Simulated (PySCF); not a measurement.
A structure optimised at PBE0-D3(BJ)/def2-TZVP, used in a PySCF frequency run:

```xyz
8

Si     0.0000     0.0000     1.6020
Ge     0.0000     0.0000    -0.7756
H      1.2090     0.6980     2.1132
H     -1.2090     0.6980     2.1132
H      0.0000    -1.3961     2.1132
H      1.2467    -0.7198    -1.3163
H     -1.2467    -0.7198    -1.3163
H      0.0000     1.4396    -1.3163
```

Problem. Write its SMILES, formula and point group.

Solution. [SiH3][GeH3], GeH6Si, C3v

Problem. What are its rotational constants (standard atomic weights)?

Solution. 41.559, 3.6139, 3.6139 GHz
